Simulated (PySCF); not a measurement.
An unknown is described by computed data only.

Formula: C4H6O2S.

- NMR, other nuclei: isotropic shieldings of nuclei other than C and H, by class: 153 (2 O), 218 (1 S) ppm [GIAO PBE0/pcSseg-1]
- Rotational structure: rotational constants A, B, C: 3.662, 1.817, 1.653 GHz [GFN2-xTB]
- 1H NMR: chemical shifts (computed TMS as zero) by class: 6.66 (2 H), 6.45 (2 H), 6.40 (2 H) ppm [GIAO PBE0/pcSseg-1]
- 13C NMR: chemical shifts (computed TMS as zero) by class: 150.1 (2 C), 135.6 (2 C) ppm [GIAO PBE0/pcSseg-1]
- Dipole: 4.63 D [PBE0/pcSseg-1]

Electronic properties: PySCF, gas phase, density fitting. Levels stand in brackets. Isolated species at its GFN2-xTB geometry (one conformer only). NMR values are class means; diastereotopic atoms form classes of their own.

**Question.** Give a SMILES that accounts for the data.

**Answer.** Numbering: `[CH2:1]=[CH:2][S:3](=[O:4])(=[O:5])[CH:6]=[CH2:7]`. 4 carbons fall into 2 classes; from least to most shielded: alkene CH carbon [C2/C6] (150.1 ppm, 2 C), terminal =CH2 carbon [C1/C7] (135.6 ppm, 2 C). Hydrogen classes from least to most shielded: 2 H on 2 terminal =CH2 carbons, C1/C7 (6.66 ppm), 2 H on 2 terminal =CH2 carbons, C1/C7 (6.45 ppm), 2 H on 2 alkene CH carbons, C2/C6 (6.40 ppm). The other shieldings belong to: 153 ppm, sulfonyl oxygen [O4/O5]; 218 ppm, sulfonyl sulfur [S3]. The optimised geometry has point group C2 and is an asymmetric top. Structure: `C=CS(=O)(=O)C=C`. The assignments are read from this structure; whether some other isomer fits the data as well wasn't checked.

Conformer computed: `[CH2:1]=[CH:2][S:3](=[O:4])(=[O:5])[CH:6]=[CH2:7]`: C1–C2–S3–O4 135°, C2–S3–C6–C7 -110°.
